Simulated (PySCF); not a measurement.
A run for PySCF: R-B3LYP/LANL2DZ on CH4GeO (SMILES C[O][GeH]).

```python
from pyscf import gto, scf, dft, mp
from pyscf.data.elements import chemcore

mol = gto.M(
    atom='''
    C    -0.78587311   -0.15559512    0.31287130
    O     0.01336493    0.98563563    0.05205304
    Ge    1.77471701    1.05839598   -0.23695015
    H    -1.55595179   -0.23958180   -0.45807495
    H    -0.18760724   -1.07174276    0.32484996
    H    -1.27910629   -0.03605760    1.28078890
    H     2.02045650   -0.54105434   -0.08890411
    ''',
    basis='lanl2dz',
    ecp={'Ge': 'lanl2dz'},
    charge=0, spin=0, verbose=3, max_memory=1800)
mf = dft.RKS(mol, xc='b3lyp')
mf.conv_tol = 1e-8
mf.max_cycle = 100
mf.kernel()
if not mf.converged:
    mf = mf.newton().run(mf.mo_coeff, mf.mo_occ)
```

Output:

```
converged SCF energy = -119.475435234741
```

Self-consistency was reached.

Cost: around 2.8 core-seconds (rough).
